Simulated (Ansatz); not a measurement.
`CC(C)Cl` and `CC(C)Br` differ in one element.

Ansatz, PBE0-D4/def2-TZVP geometries, multiplicity 1. 

Scalar relativity is left out up to krypton.

```
                                                                                  property  `CC(C)Cl`
                                                     LUMO energy (ωB97M-V/def2-TZVPP) / eV       2.55
                                                        LUMO energy (PBE0/def2-TZVPP) / eV       0.92
                                                     HOMO–LUMO gap (B3LYP/def2-TZVPP) / eV       8.61
                                                     HOMO energy (ωB97M-V/def2-TZVPP) / eV     -10.58
ideal-gas entropy at 298 K and 1 bar (rigid rotor, harmonic PBE0-D4/def2-TZVP) / J/(mol·K)        303
                                            size of the dipole moment (PBE/def2-TZVPP) / D       2.06
```

What does the change do to each property? (An estimate is asked.)

The calculation gave: 
```
                                                                                  property  `CC(C)Br`  shift
                                                     LUMO energy (ωB97M-V/def2-TZVPP) / eV       2.15  -0.40
                                                        LUMO energy (PBE0/def2-TZVPP) / eV       0.14  -0.78
                                                     HOMO–LUMO gap (B3LYP/def2-TZVPP) / eV       7.38  -1.23
                                                     HOMO energy (ωB97M-V/def2-TZVPP) / eV     -10.05   0.53
ideal-gas entropy at 298 K and 1 bar (rigid rotor, harmonic PBE0-D4/def2-TZVP) / J/(mol·K)        314     11
                                            size of the dipole moment (PBE/def2-TZVPP) / D       2.21   0.15
```

With PBE0 the HOMO rises by 0.48 eV and the LUMO falls by 0.78 eV, so the gap narrows by about 1.26 eV. PBE moves the HOMO by 0.36 eV and ωB97M-V by 0.53 eV. Dipoles are sizes alone; their direction can turn.

B3LYP here is the variant with VWN-RPA as its local correlation; programs differ in this.

Spin–orbit coupling is left out; it splits and shifts lone-pair levels of the heavy atoms by tenths of an eV.
